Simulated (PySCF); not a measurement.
Field gradients at the hydrogen positions

C₅H₇PSi.
Cartesian coordinates in Å at the GFN2-xTB level; atoms count from 1:
```xyz
14
C5H7PSi angstrom
Si     2.2307   -0.1744    0.1363
C      0.3539   -0.0163    0.0197
C     -0.2518    1.2368   -0.0401
C     -1.6098    1.4505   -0.1255
P     -2.8214    0.2107   -0.1732
C     -1.8007   -1.1901   -0.0881
C     -0.4267   -1.1712   -0.0070
H      2.7316   -0.8601   -1.0582
H      2.8083    1.1669    0.2301
H      2.5701   -0.9587    1.3267
H      0.3942    2.1068   -0.0174
H     -1.9666    2.4733   -0.1659
H     -2.3020   -2.1511   -0.1003
H      0.0893   -2.1236    0.0405
```

Level: PBE0/pcSseg-1 (PySCF, non-relativistic); Q(2H) = 0.00286 b; rigid geometry, the same for H and D, with no vibrational averaging.

Task: Give the electric field gradient Vzz (the principal value of largest size), its asymmetry and the 2H coupling at each hydrogen.

Result: 
```csv
atom,bonded to,bond length (Å),Vzz (au),η,χzz (kHz)
H8,Si1,1.466,0.1611,0.02,108
H9,Si1,1.463,0.1620,0.02,109
H10,Si1,1.465,0.1611,0.02,108
H11,C3,1.084,0.3159,0.07,212
H12,C4,1.084,0.3216,0.06,216
H13,C6,1.084,0.3215,0.06,216
H14,C7,1.084,0.3158,0.08,212
```

Task: Average by the element that carries the hydrogen.

Result: on Si: 108 kHz over 3 positions, mean bond length 1.465 Å; on C: 214 kHz over 4 positions, mean bond length 1.084 Å.

Geometry: GFN2-xTB; no solvent, vibrations or thermal averaging. GFN2-xTB bond lengths can be off by several hundredths of an ångström, more for odd bonds, and the gradients follow them. A larger basis could move these couplings by a tenth or more.

The run behind these numbers computed NMR shieldings as well. Time: 21 s wall. Hardware: Arm Neoverse V1, one thread, no GPU, on a shared host.
